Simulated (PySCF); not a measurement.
Delta-SCF ions had no search for a lower state. Excitations are Tamm–Dancoff values on a coarser integration grid. The basis has no diffuse functions, so Rydberg states are missing or too high.

Z-matrix (Å, degrees):
```
C
H 1 1.0940
C 1 1.4039 2 118.90
C 1 1.4051 2 118.07 3 179.28
C 4 1.4075 1 117.38 2 -179.71
C 5 1.3892 4 121.07 1 -0.56
H 5 1.0918 6 118.85 4 179.43
H 6 1.0925 5 119.52 7 0.78
C 6 1.4049 8 119.85 5 -179.66
C 4 1.4699 1 119.35 2 0.20
C 10 1.3411 4 127.41 1 179.61
H 11 1.0923 10 120.85 4 -179.91
H 11 1.0934 12 116.56 10 -179.93
H 10 1.0961 11 118.11 12 0.03
S 9 1.7824 6 121.37 8 1.13
H 15 1.3514 9 96.80 6 -23.65
Si 3 1.8869 1 119.23 2 2.06
H 17 1.4908 3 111.06 1 112.95
H 17 1.4912 18 109.33 3 118.46
H 17 1.4916 18 108.36 19 118.80
```
Charge 0, spin multiplicity 1.

Problem. Predict the vertical electron affinity (Delta-SCF), LUMO, T1 excitation (TDA), S1 oscillator strength and total energy from ωB97X-D3(BJ)/def2-TZVP // B3LYP-D3(BJ)/def2-SVP run with PySCF.

Solution. 
- vertical electron affinity (Delta-SCF) = -0.15 eV
- LUMO = 0.50 eV
- T1 excitation (TDA) = 3.14 eV
- S1 oscillator strength = 0.193
- total energy = -27180.23 eV
